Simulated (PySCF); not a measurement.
A small calculation by hand: entropy of an ideal gas

Sn(OH)3 (H₃O₃Sn), SMILES [OH][Sn+]([OH])[OH], charge +1.

Coordinates come from a PBE0-D3(BJ)/def2-SVP optimisation. The multiplicity is an assumed one; other spin states were not compared. The isomer is the one that the SMILES or the coordinates give; other isomers of the formula were not compared. The def2 effective core potentials stand for the cores of Sn; spin–orbit coupling is left out. One conformer was computed; it need not be the lowest.

PBE0-D3(BJ)/def2-SVP run with PySCF gives the harmonic wavenumbers 140, 143, 147, 243, 307, 348, 645, 708, 714, 847, 888, 921, 3794, 3802, 3813 cm⁻¹ and the rotational temperatures 0.2660, 0.2329, 0.1242 K. The molar mass is 169.73 g/mol, the symmetry number 1, the spin multiplicity 1.

Task: Work out the entropy at 298.15 K and 1 atm in the rigid-rotor, harmonic-oscillator model.

Result: 
Translation (Sackur–Tetrode at 1 atm): S = R[1.5 ln M + 2.5 ln T − 1.16487] = 172.8 J/(mol K).
Rotation: q = (√π/σ) T^1.5/√(θA θB θC) = 104000, S = R[ln q + 3/2] = 108.5 J/(mol K).
Vibration: with u = 1.4388 ν/T, each mode gives R[u/(e^u − 1) − ln(1 − e^−u)]:
```tsv
ν (cm⁻¹)	modes	u	S (J/(mol K))
140	1	0.68	11.73
143	1	0.69	11.56
147	1	0.71	11.34
243	1	1.17	7.45
307	1	1.48	5.77
348	1	1.68	4.92
645	1	3.11	1.58
708	1	3.42	1.24
714	1	3.45	1.21
847	1	4.09	0.72
888	1	4.29	0.61
921	1	4.44	0.54
```
The stiffer modes add less than 0.005 each. Sum 58.7 J/(mol K).
Spin: R ln 1 = 0.0 J/(mol K).
Total 340.0 J/(mol K); the program's own thermochemistry gives 340.0. Translation makes up 51 % and vibration 17 %. Anharmonicity, hindered rotation and orbital degeneracy are left out.
